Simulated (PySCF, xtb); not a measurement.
Al(Cl)(Me)(Et) (C3H8AlCl), SMILES [Al]([Cl])([CH3])[CH2]C. One conformer was computed; it need not be the lowest.

Harmonic wavenumbers (cm⁻¹) from GFN2-xTB (xtb) at its own minimum, in rising order: 22, 62, 87, 118, 148, 216, 232, 442, 507, 541, 605, 648, 658, 910, 974, 1036, 1215, 1225, 1297, 1408, 1448, 1454, 1467, 1499, 1500, 2874, 2901, 2924, 2936, 2968, 2988, 3000, 3009.

Task: What does PBE-D3(BJ)/def2-SVP (PySCF 2.14.0) give at its own minimum? (The exact figures need the calculation; the answer reports its results.)

Result: 15, 33, 94, 134, 152, 227, 289, 432, 522, 573, 637, 664, 696, 893, 928, 1022, 1163, 1171, 1195, 1347, 1369, 1374, 1374, 1420, 1429, 2937, 2961, 2966, 2978, 3040, 3055, 3057, 3072. Paired by order, the mean absolute difference is 45 cm⁻¹ and the zero-point energies are 61.9 and 61.8 kcal/mol.
